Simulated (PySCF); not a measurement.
**Phosphorus: a sound run and one with changed settings**

Sound run: P⁺ [Ne] 3s2 3p2, P²⁺ [Ne] 3s2 3p1. All numbers are calculated (PySCF 2.14, the spin-free X2C one-electron Hamiltonian (Gaussian nucleus), in aug-cc-pVDZ-DK (5s4p2d, 27 functions)). In the sound run the correlated levels freeze [Ne]. The sound run starts from symmetry-adapted Hartree-Fock orbitals and uses a fine grid where one is needed.

Changed run: basis STO-3G, all-electron and non-relativistic. This setting is unsound on purpose.

| species | method | sound run (hartree) | changed run (hartree) | converged |
| --- | --- | --- | --- | --- |
| P⁺ | UHF | -341.15940 | -336.62453 | yes |
| P⁺ | B3LYP | -341.71807 | -337.09425 | yes |
| P⁺ | PBE0 | -341.56766 | -336.96994 | yes |
| P⁺ | MP2 | -341.20966 | -336.63238 | yes |
| P⁺ | CCSD(T) | -341.23141 | -336.63868 | yes |
| P²⁺ | UHF | -340.45529 | -335.95185 | yes |
| P²⁺ | B3LYP | -340.99222 | -336.39415 | yes |
| P²⁺ | PBE0 | -340.83935 | -336.26765 | yes |
| P²⁺ | MP2 | -340.49386 | -335.96803 | yes |
| P²⁺ | CCSD(T) | -340.51404 | -335.98011 | yes |

Ionisation energy of P⁺:

| method | sound run (eV) | changed run (eV) |
| --- | --- | --- |
| UHF | 19.160 | 18.304 |
| B3LYP | 19.751 | 19.051 |
| PBE0 | 19.818 | 19.110 |
| MP2 | 19.478 | 18.078 |
| SCS-MP2 | 19.399 | 18.032 |
| CCSD | 19.509 | 17.921 |
| CCSD(T) | 19.521 | 17.921 |

A minimal basis cannot let orbitals breathe on ionisation and holds almost no correlation. The Hamiltonian changed with the basis, so the totals do not compare.

For comparison, NIST gives 19.769 eV between the lowest levels.
